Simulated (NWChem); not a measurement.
**Basis-set convergence for BiCl3**

SMILES: [Cl][Bi]([Cl])[Cl]
```xyz
4

Bi     0.0021     0.4468     0.0000
Cl    -1.0836    -0.7221     1.8710
Cl    -1.0836    -0.7221    -1.8710
Cl     2.1570    -0.7374     0.0000
```
Charge 0, spin multiplicity 1.

Program: NWChem. The geometry was optimised at PBE0/def2-SVP with def2 effective core potentials on Bi, a minimum by its harmonic frequencies.

Quantity: first vertical ionisation energy at the level G0W0@PBE.

Effective core potentials replace the inner electrons of Bi; spin-orbit coupling is left out. GW and range-separated runs recompute their integrals, the others keep them in memory, which bears on the times. The structure started from a generated list of species.

Relative cost: rough, from shared machines, SCF included, def2-SVP = 1.

| basis | functions | first vertical ionisation energy (eV) | relative cost |
|---|---|---|---|
| def2-SVP | 80 | … | 1 |
| def2-SVPD | 113 | … | under 3 |
| def2-TZVP | 161 | … | 6 |
| def2-TZVPP | 176 | 10.12 | 7 |
| def2-TZVPD | 194 | 10.11 | 10 |

Task: Some entries are withheld; supply them.

Result: 
- def2-SVP, first vertical ionisation energy (eV): 9.41
- def2-SVPD, first vertical ionisation energy (eV): 9.75
- def2-TZVP, first vertical ionisation energy (eV): 10.09
